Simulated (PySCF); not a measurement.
Si(Vi)(OMe)2(NH2), SMILES C=C[Si](N)(OC)OC, singlet, GFN2-xTB optimised geometry.

```
19

C      1.53     0.02    -1.07
C      0.78     0.23     0.00
Si    -1.11     0.23     0.00
N     -1.62     1.88     0.00
O     -1.73    -0.53     1.31
C     -1.58    -0.17     2.65
O     -1.75    -0.54    -1.29
C     -1.73    -1.91    -1.57
H      2.61     0.02    -1.04
H      1.09    -0.15    -2.04
H      1.28     0.41     0.94
H     -1.26     2.48    -0.72
H     -2.61     2.06     0.11
H     -0.59    -0.45     3.01
H     -2.34    -0.70     3.22
H     -1.71     0.91     2.78
H     -2.33    -2.07    -2.46
H     -0.70    -2.25    -1.75
H     -2.14    -2.48    -0.74
```

Density from PBE0/def2-SVP in PySCF at that geometry.

Minimum of the electron density along straight lines between bonded atoms, close to the bond critical point (lines longer than 1.1 times the sum of covalent radii, or with two minima, are not listed):

| bond | length / Å | ρ at the minimum / e bohr⁻³ | ∇²ρ there / e bohr⁻⁵ | position (fraction from the first atom) |
|---|---|---|---|---|
| C1–C2 | 1.324 | 0.342 | -0.92 | 0.51 |
| C2–Si3 | 1.891 | 0.114 | 0.34 | 0.62 |
| Si3–N4 | 1.727 | 0.124 | 0.73 | 0.40 |
| Si3–O5 | 1.633 | 0.127 | 1.07 | 0.41 |
| O5–C6 | 1.398 | 0.257 | -0.29 | 0.66 |
| Si3–O7 | 1.628 | 0.129 | 1.07 | 0.41 |
| O7–C8 | 1.401 | 0.255 | -0.31 | 0.66 |
| C1–H9 | 1.080 | 0.282 | -1.08 | 0.63 |
| C1–H10 | 1.078 | 0.284 | -1.09 | 0.63 |
| C2–H11 | 1.084 | 0.277 | -1.02 | 0.63 |
| N4–H12 | 1.006 | 0.332 | -1.53 | 0.76 |
| N4–H13 | 1.009 | 0.331 | -1.52 | 0.76 |
| C6–H14 | 1.093 | 0.281 | -1.06 | 0.63 |
| C6–H15 | 1.091 | 0.283 | -1.08 | 0.63 |
| C6–H16 | 1.091 | 0.283 | -1.08 | 0.63 |
| C8–H17 | 1.091 | 0.283 | -1.08 | 0.63 |
| C8–H18 | 1.093 | 0.281 | -1.06 | 0.63 |
| C8–H19 | 1.091 | 0.283 | -1.08 | 0.64 |
